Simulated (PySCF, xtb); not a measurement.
Si(H)(I)2(Me) (CH₄I₂Si), SMILES C[SiH](I)I.

The structure is a stationary point at B3LYP-D3(BJ)/def2-SVP. The def2 effective core potentials stand for the cores of I; spin–orbit coupling is left out.

Method: C-PCM-PBE0/def2-SVP run with PySCF 2.14.0.

The values are the electrostatic part of the solvation free energy, E(continuum) − E(gas) at the gas-phase geometry, in a cavity of scaled van der Waals radii (PySCF's table); cavitation and dispersion terms are not included. In vacuum the orbital gap is 6.27 eV. The dipole moment in vacuum is 2.01 D.

Computed values in water (ε = 78.36), dimethylsulfoxide (ε = 46.83), acetonitrile (ε = 35.69):
```tsv
solvent	ε	ΔG(elec) (kcal/mol)	dipole (D)	gap (eV)
water	78.36	-2.5	2.75	6.40
dimethylsulfoxide	46.83	-2.4	2.74	6.40
acetonitrile	35.69	-2.4	2.73	6.40
```

For comparison, GFN2-xTB/ALPB(water) (xtb, at the GFN2-xTB geometry, all terms of that model) gives -3.3 kcal/mol.
